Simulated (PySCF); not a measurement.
From one molecule to another.

First species: C7H13N3.
SMILES with atom numbers: `[CH3:1][n:2]1[n:3][n:4][cH:5][c:6]1[C:7]([CH3:8])([CH3:9])[CH3:10]` (hydrogens: H11, H12, H13 on C1; H14 on C5; H15, H16, H17 on C8; H18, H19, H20 on C9; H21, H22, H23 on C10)

Second species: C₅H₈Cl₂.
SMILES: `C/C(=C/CCl)CCl`

Levels: PBE0/pcSseg-1 for dipole moment, HOMO energy, LUMO energy and HOMO–LUMO gap; GFN2-xTB for rotational constant A and rotational constant C. Geometries: GFN2-xTB. Each structure is a single optimised conformer of the isolated species, non-relativistic unless stated; the electronic structure was computed with PySCF and density fitting.

The conformers computed, where there is a choice (atom-mapped SMILES and torsion angles):
- `[CH3:1][n:2]1[n:3][n:4][cH:5][c:6]1[C:7]([CH3:8])([CH3:9])[CH3:10]`: C5–C6–C7–C8 -107°
- `[CH3:1]/[C:2](=[CH:3]/[CH2:4][Cl:5])[CH2:6][Cl:7]`: C2–C3–C4–Cl5 80°, C1–C2–C6–Cl7 -96°

```tsv
property	column X	column Y
dipole moment	5.11 D	1.93 D
HOMO energy	-7.15 eV	-7.49 eV
LUMO energy	0.21 eV	-1.08 eV
HOMO–LUMO gap	7.36 eV	6.41 eV
rotational constant A	2.102 GHz	2.327 GHz
rotational constant C	0.907 GHz	0.820 GHz
```

**Question.** Which column belongs to which species?

**Answer.** Column X is the first species and column Y the second. The first has 23 atoms and 76 electrons, the second 15 and 72.

**Question.** How does each property change from the first species to the second?

**Answer.** dipole moment -3.18 D; HOMO energy -0.34 eV; LUMO energy -1.29 eV; HOMO–LUMO gap -0.95 eV; rotational constant A +0.225 GHz; rotational constant C -0.087 GHz.

On the first: The dipole matches unit charges of opposite sign 1.06 Å apart (1 e·Å = 4.8032 D).

On the second: The dipole equals about 6.4 × 10⁻³⁰ C·m (1 D = 3.33564 × 10⁻³⁰ C·m). A dipole of 1.93 D is allowed in C1, and pure rotational transitions are dipole-allowed.
